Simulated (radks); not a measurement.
Problem. Radial electron density D(r) = 4 pi r^2 rho(r) of an atom or ion with 1 electrons. Method: non-relativistic Kohn-Sham, PBE, spin-polarised, spherical densities, point nucleus; computed with a radial shooting solver on a logarithmic mesh with Libxc functionals.

r (bohr)  D(r) (e/bohr)
0.07942         0.02215
0.09246         0.02922
0.1076          0.03839
0.1253          0.05017
0.1459          0.06516
0.1698          0.08406
0.1977           0.1075
0.2302           0.1363
0.2701           0.1728
0.3144           0.2137
0.3661           0.2602
0.4261           0.3115
0.4961           0.3653
0.5775           0.4184
0.6724           0.4665
0.7827           0.5040
0.9112           0.5252
1.061            0.5250
1.235            0.5003
1.438            0.4512
1.674            0.3822
1.948            0.3014
2.268            0.2194
2.641            0.1460
3.074           0.08791
3.579           0.04719
4.166           0.02214
4.85           0.008840
5.646          0.002920

What is the nuclear charge?

Solution. Z = 1. The innermost maximum, from 1s, lies near 1/Z = 1 bohr (found: 0.979), and its height grows with Z. The density is that of neutral hydrogen in 1s1; the configuration itself is not fixed sharply by these data. D(r) has 1 maximum, at r = 0.979 bohr.
